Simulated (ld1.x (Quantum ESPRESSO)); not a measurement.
Values are calculated unless marked as measured or tabulated.
# Potentials for carbon (C) compared

Generated with ld1.x 7.5 (TM, RRKJ, ultrasoft, PAW), atompaw 4.2 or ONCVPSP 4.0.1. The cutoff is in Ry: for ld1.x and atompaw files where the sum of valence levels is converged to 10 mRy in a Bessel basis, for ONCV files where the hardest occupied wave has 1 mHa per electron of residual kinetic energy. The error is the largest all-electron minus pseudo excitation energy over each file’s own four to seven test configurations (ionisations up to +4, promotions, holes and added fractions of an electron), all of which were solved. The labels leave out finer settings (local radius, basis sizes, second energies), which also bear on the numbers. Spin-polarised tests are not counted. The rows are a selection from randomly drawn settings: files with unsolved tests, undetermined cutoffs or missed reference levels are left out.

```tsv
potential	cutoff (Ry)	largest error (meV)	bound ghosts
RRKJ, Wu–Cohen, non-relativistic, rc 1.00/2.45 (sp), local p, core correction no, reference 2s2 2p1	60	+602	none
RRKJ, LDA (PZ), scalar-relativistic, rc 0.95/1.65 (sp), local p, core correction yes, reference 2s2 2p2	90	+252	none
TM semilocal, LDA (PZ), scalar-relativistic, rc 1.25/1.95/1.75 (spd), local p, core correction no, reference 2s2 2p0	35	+456	none
RRKJ, LDA (PZ), scalar-relativistic, rc 1.30/1.65 (sp), local smoothed, core correction yes, reference 2s1 2p3	45	+555	none
TM, LDA (PZ), non-relativistic, rc 1.10/1.30 (sp), local smoothed, core correction yes, reference 2s2 2p0	40	+45	none
TM, PBE, scalar-relativistic, rc 0.95/1.95/1.60 (spd), local p, core correction yes, reference 2s2 2p2	35	+485	none
```

Task: Fill in the row for C: TM, PBE, scalar-relativistic, rc 0.75/2.00/1.60 (spd), local smoothed, core correction yes, reference 2s2 2p2.

Result: cutoff 140 Ry, largest error +488 meV, bound ghosts: none.

Task: Fill in the row for C: ultrasoft, PBE, non-relativistic, rc 1.00/3.00/2.80 (spd), local smoothed, core correction yes, reference 2s2 2p1.

Result: cutoff 30 Ry, largest error +139 meV, bound ghosts: none.
